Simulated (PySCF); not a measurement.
## Dipole response of Cd⁺ (cadmium, charge +1)

[Kr] 4d9 5s2, 2D determinant (an excited configuration). Calculation: PySCF 2.14, in aug-cc-pwCVDZ-PP with ECP28MDF (6s6p5d3f, 70 functions); a scalar-relativistic core potential. Coupled (time-dependent) response in atomic units; α is the mean over directions. A double-zeta set is small for polarisabilities.

```csv
method,mean α (bohr³),"α xx, yy, zz",C₆ (like pair),S(−4)
UHF,31.95,"32.42, 32.42, 31.02",234.3,464.6
PBE,25.24,"25.56, 25.56, 24.60",177.0,268.7
PBE0,26.69,"27.06, 27.06, 25.96",188.9,306.7
BHandHLYP,27.19,"27.54, 27.54, 26.50",192.3,321.7
```

S(−4) is the Cauchy moment in α(ω) = α(0) + S(−4) ω² + …

Spin-orbit coupling is absent.

α(iu) at PBE0:

```json
{"u (hartree)": "0", "α(iu) (bohr³)": "26.69"}
{"u (hartree)": "0.0500", "α(iu) (bohr³)": "25.95"}
{"u (hartree)": "0.100", "α(iu) (bohr³)": "23.99"}
{"u (hartree)": "0.200", "α(iu) (bohr³)": "18.73"}
{"u (hartree)": "0.300", "α(iu) (bohr³)": "14.19"}
{"u (hartree)": "0.500", "α(iu) (bohr³)": "8.859"}
{"u (hartree)": "0.750", "α(iu) (bohr³)": "5.860"}
{"u (hartree)": "1.00", "α(iu) (bohr³)": "4.362"}
{"u (hartree)": "1.50", "α(iu) (bohr³)": "2.847"}
{"u (hartree)": "2.00", "α(iu) (bohr³)": "2.045"}
{"u (hartree)": "3.00", "α(iu) (bohr³)": "1.198"}
{"u (hartree)": "5.00", "α(iu) (bohr³)": "0.5404"}
```

For an ion, C₆ is the dispersion term alone; charge-induced terms of lower order in 1/R come first.

The components differ because the open shell of this determinant is not spherical; for a pure term their mean is the scalar polarisability.

Energies and moments cover only the electrons outside the core potential.
